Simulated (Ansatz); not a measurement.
Reaction (atomization): `[OH][Sn]([OH])[OH]`• → 3 H• + 3 O• + Sn•

Calculated with Ansatz (gas phase, PBE0-D4/def2-TZVP geometries, no zero-point term in ΔE). CCSD(T)/CBS adds triple-zeta CCSD(T) − MP2 to the extrapolated MP2 energy (def2 sets, frozen cores). This one scheme is used for every species, atoms too. For atomizations the MP2-based limit and the directly extrapolated one differ by several kJ/mol either way, and by 10 to 25 for some Ge, Se and Sn compounds, so smaller differences from it don't rank the levels. DFT in def2-TZVPP. HSE06 is defined as in plane-wave codes. Open shells (•) are unrestricted, without spin–orbit coupling. Spin–orbit coupling would lower the free atoms: a little for O; strongly for Sn. Elements past krypton have def2 core potentials. For Sn outer-core shells are correlated without core-valence functions, so the limit isn't a true one: a few kJ/mol of doubt a bond, and 10 to 20 or more in all where bonds break to atoms. One conformer a species, not always the lowest.

`[OH][Sn]([OH])[OH]`•:

```xyz
7

O     0.739    1.606    0.415
Sn    0.411   -0.336    0.524
O     0.751   -1.043   -1.286
O    -1.528   -0.536    0.821
H     1.405    1.831   -0.242
H     0.127   -1.732   -1.534
H    -1.905    0.209    1.301
```

```json
{"level": "CAM-B3LYP-D4", "ΔE (kJ/mol)": "2326.4"}
{"level": "ωB97M-V", "ΔE (kJ/mol)": "2322.5"}
{"level": "HSE06", "ΔE (kJ/mol)": "2274.9"}
{"level": "BHLYP", "ΔE (kJ/mol)": "2142.0"}
{"level": "CCSD(T)/def2-SVP", "ΔE (kJ/mol)": "2068.2"}
{"level": "HF/def2-TZVPP", "ΔE (kJ/mol)": "1419.7"}
{"level": "CCSD(T)/def2-TZVPP", "ΔE (kJ/mol)": "2253.4"}
{"level": "SCS-MP2/def2-QZVPP", "ΔE (kJ/mol)": "2360.5"}
```

Q: What does CCSD(T)/CBS give? (Best estimate.)

A: Ansatz gave: +2356.8 kJ/mol. The listed levels differ from it by -30.4, -34.3, -81.9, -214.8, -288.6, -937.1, -103.4, 3.7 kJ/mol.

Largest T1 diagnostic among the species: 0.019.

From PBE to PBE0 (25 % exact exchange), in def2-TZVPP and without D4, ΔE moves by −116.6 kJ/mol: exact exchange takes away binding that semilocal exchange gives to molecules. Leaving LDA and LC-ωPBE aside and taking each functional with its dispersion term where it has one, the values, not all of them listed here, spread over 242.4 kJ/mol, from BHLYP-D4 to PBE-D4. LDA lies +394.6 kJ/mol from PBE without D4, its usual overbinding.
